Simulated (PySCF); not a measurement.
A geometry optimisation on GeMe4 (`[CH3][Ge]([CH3])([CH3])[CH3]`).

Method: PBE0-D3(BJ)/def2-TZVP geometry optimisation, gas phase (PySCF 2.14.0). Start geometry: GFN2-xTB. A driver script takes a list of jobs; this job's settings line and coordinates (Å) are shown.

Command:
```bash
OMP_NUM_THREADS=1 python probes_run.py task.json out
```

Input:
```
{"job": {"xc": "PBE0", "basis": "def2-TZVP", "d3": "d3bj", "grid": 2, "shake": 0.01, "kind": "geom"}, "charge": 0, "multiplicity": 1}
C     -0.452140    -1.024890    -1.649870
Ge    -0.007090    -0.005420    -0.003600
C     -0.041760     1.947900    -0.386990
C     -1.288380    -0.409650     1.422270
C      1.810780    -0.544380     0.593210
H     -1.466150    -0.716160    -2.006190
H     -0.456890    -2.072180    -1.473520
H      0.252060    -0.781780    -2.453690
H      0.238190     2.522320     0.529650
H     -1.008870     2.268760    -0.695290
H      0.682060     2.196960    -1.150050
H     -2.317510    -0.124910     1.126360
H     -1.356200    -1.463940     1.641910
H     -1.098830     0.129560     2.344810
H      1.846220    -1.612310     0.818650
H      2.554440    -0.306890    -0.152120
H      2.093560     0.008850     1.504630
```

Task: Give the output.

Result: 
```
step   0  E = -2236.28270656  max force = 0.032465
step   1  E = -2236.28562071  max force = 0.006489
step   2  E = -2236.28637068  max force = 0.002434
step   3  E = -2236.28672022  max force = 0.001392
step   4  E = -2236.28677799  max force = 0.001051
step   5  E = -2236.28680271  max force = 0.000518
step   6  E = -2236.28680863  max force = 0.000284
optimisation converged
```

Energies in Eh; «max force» is the largest Cartesian gradient component in Eh/bohr.

Task: How much energy does the optimisation release, in kcal/mol?

Result: E(step 0) − E(last step) = 0.004102 Eh, which is 2.6 kcal/mol.

In short: final energy -2236.28681 Eh after 6 steps; dipole 0.00 D.

Task: Give the final coordinates.

Result: 0.056 Å rms from the input after alignment:
```
atom  x, y, z in Å
C1     0.0592   -1.1174   -1.6065
Ge2    0.0009    0.0007    0.0004
C3    -0.0947    1.8862   -0.5205
C4    -1.5801   -0.4665    1.0578
C5     1.6122   -0.3006    1.0718
H6    -0.7895   -0.8975   -2.2573
H7     0.0198   -2.1756   -1.3402
H8     0.9770   -0.9389   -2.1697
H9    -0.0739    2.5310    0.3601
H10   -1.0162    2.0874   -1.0703
H11    0.7502    2.1517   -1.1591
H12   -2.4932   -0.2703    0.4927
H13   -1.5643   -1.5245    1.3265
H14   -1.6146    0.1199    1.9785
H15    1.6864   -1.3484    1.3693
H16    2.5075   -0.0422    0.5027
H17    1.5918    0.3115    1.9756
```

On one thread, Intel Xeon at 2.30 GHz (x86_64), on a shared host, this took 3.0 min of wall time and 1.4 GiB of memory at its peak.
Labels such as C1 count atoms from 1, the log's own numbers from 0.
